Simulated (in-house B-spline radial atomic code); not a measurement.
Xe⁷⁺. Computed with a B-spline radial atomic code. Model: all-electron spherical atom, spin shells full or empty, radial basis limit, no spin-orbit coupling, Breit or QED, empty-state partial waves extrapolated as (l+1/2)^-4, RPA, G0W0 and static COHSEX of the highest shell as one setting changes (uncorrelated shells keep exact exchange).

In a row where one electron alone is correlated, RPA and GW hold only self-correlation.

Given: element Xe; charge 7; filled core Kr; hamiltonian one-electron scalar X2C; mean-field start Hartree-Fock; highest l of empty states 9; nuclear rms radius 4.7859 fm; highest mean-field shell 5s up.

Shell: 4d 5 5, 5s 1 0 (electrons up and down).

| lowest nl shells left uncorrelated | RPA correlation energy (hartree) | G0W0 level (eV) | G0W0 minus most complete (meV) | COHSEX level (eV) |
| --- | --- | --- | --- | --- |
| 0 | -3.5558 | -106.49 | 0 | -107.96 |
| 1 | -3.3767 | -106.49 | 0.3 | -107.96 |
| 2 | -3.1842 | -106.5 | -3.6 | -107.97 |
| 3 | ? | ? | ? | ? |
| 4 | -2.4575 | -106.51 | -17.9 | -107.99 |
| 5 | -1.9385 | -106.5 | -4.1 | -107.98 |
| 6 | -1.1174 | -106.41 | 84.5 | -107.84 |
| 7 | -0.97113 | -106.48 | 10.9 | -107.98 |
| 8 | ? | ? | ? | ? |
| 9 | -0.014706 | -105.1 | 1395.3 | -105.88 |

(1) What follows for lowest nl shells left uncorrelated = 3?

(2) What follows for lowest nl shells left uncorrelated = 8?

## Answers

(1) RPA correlation energy -2.6327 hartree; G0W0 level -106.49 eV; G0W0 minus most complete 1 meV; COHSEX level -107.95 eV.

(2) RPA correlation energy -0.56668 hartree; G0W0 level -106.36 eV; G0W0 minus most complete 136 meV; COHSEX level -107.77 eV.
